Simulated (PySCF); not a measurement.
**Cu: excitation energy**

Cu [Ar] 3d10 4s1 (2S) → Cu [Ar] 3d10 4p1 (2P), as a difference of total energies. Computed with PySCF 2.14 in aug-cc-pVTZ-PP with ECP10MDF (6s6p5d3f2g, 88 functions), with a scalar-relativistic core potential. Correlated levels: valence: 3s2 3p6 frozen. The calculations carry no spin-orbit coupling.

| method | excitation energy (eV) | error (eV) |
| --- | --- | --- |
| UHF | 3.191 | -0.615 |
| LDA | 4.204 | +0.398 |
| PBE | 3.975 | +0.169 |
| PBE0 | 3.803 | -0.003 |
| r2SCAN | 3.929 | +0.123 |
| HSE06 | 3.840 | +0.034 |
| r2SCANh | 3.894 | +0.088 |
| PBEsol | 4.025 | +0.219 |
| PW91 | 4.012 | +0.206 |
| MP2 (valence) | 3.873 | +0.067 |
| SCS-MP2 (valence) | 3.779 | -0.027 |

Reference: 3.806 eV (measured; NIST levels, between the centres of gravity of the two terms).

Errors of the correlated levels include the incompleteness of this basis and the frozen core.
